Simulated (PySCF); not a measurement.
**Dipole polarisabilities along the 5d series, charge +2**

Calculated with PySCF 2.14 for the ground configurations, without spin-orbit coupling: coupled response for Hartree-Fock and DFT. Mean α in bohr³, C₆ of like pairs in atomic units.

```tsv
species	α UHF	α PBE	α PBE0	C₆ UHF	C₆ PBE	C₆ PBE0
Hf²⁺ [Xe] 4f14 5d2 (def2-QZVPPD with the def2 core potential (60 electrons), ECP)	13.97	15.65	14.86	70.06	78.23	74.44
Ta²⁺ [Xe] 4f14 5d3 (def2-QZVPPD with the def2 core potential (60 electrons), ECP)	13.27	14.89	14.19	73.98	83.33	79.37
W²⁺ [Xe] 4f14 5d4 (def2-QZVPPD with the def2 core potential (60 electrons), ECP)	12.25	13.76	13.10	72.62	82.35	78.18
Os²⁺ [Xe] 4f14 5d6 (def2-QZVPPD with the def2 core potential (60 electrons), ECP)	10.29	11.57	11.09	64.80	73.88	70.53
Ir²⁺ [Xe] 4f14 5d7 (def2-QZVPPD with the def2 core potential (60 electrons), ECP)	9.434	10.61	10.19	60.33	68.84	65.87
Pt²⁺ [Xe] 4f14 5d8 (def2-QZVPPD with the def2 core potential (60 electrons), ECP)	8.636	9.692	9.321	55.53	63.32	60.65
Au²⁺ [Xe] 4f14 5d9 (def2-QZVPPD with the def2 core potential (60 electrons), ECP)	7.909	8.842	8.513	51.07	58.03	55.64
Hg²⁺ [Xe] 4f14 5d10 (def2-QZVPPD with the def2 core potential (60 electrons), ECP)	7.266	8.122	7.828	46.45	52.80	50.67
```

**Question.** Fill in the row of Re²⁺ [Xe] 4f14 5d5 (def2-QZVPPD with the def2 core potential (60 electrons), ECP).

**Answer.** α UHF 11.09; α PBE 12.47; α PBE0 11.92; C₆ UHF 68.16; C₆ PBE 77.61; C₆ PBE0 73.92.
